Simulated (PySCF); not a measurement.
A structure optimised at PBE0-D3(BJ)/def2-SVP, used in a PySCF frequency run:

```xyz
7

Sb    -0.7877     0.3216     0.8768
O     -2.2222    -0.5185    -0.2047
H     -2.1717    -0.2833    -1.1405
O     -0.8051     2.1629     0.1420
H     -0.4416     2.1910    -0.7538
Te     1.2439    -0.6142    -0.8109
H      2.3173     0.4763    -0.1509
```

### Question
Write its SMILES and formula.

### Answer
[OH][Sb]([OH])[TeH], H3O2SbTe

### Question
What are its rotational constants (standard atomic weights)?

### Answer
3.9985, 0.82103, 0.77485 GHz
